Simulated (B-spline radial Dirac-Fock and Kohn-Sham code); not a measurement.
These are calculated numbers from an atomic code on a B-spline grid; the model is Dirac-Fock orbitals of the configuration average with a finite nucleus.

Q: This computed X-ray form factor belongs to an atom or ion in its tabulated ground configuration. Which?

```tsv
sin θ/λ (Å⁻¹)	f₀
0.15	52.973
0.24	51.431
0.38	47.912
0.97	28.703
1.56	18.017
2.49	12.078
3.15	8.979
3.99	6.362
6.37	3.920
```

A: Pt²⁴⁺, with 54 electrons in [Kr] 4d10 4f8. f₀ tends to the number of electrons as s goes to zero, which the first rows give only roughly, and the rate of fall reflects the nuclear charge, 78.
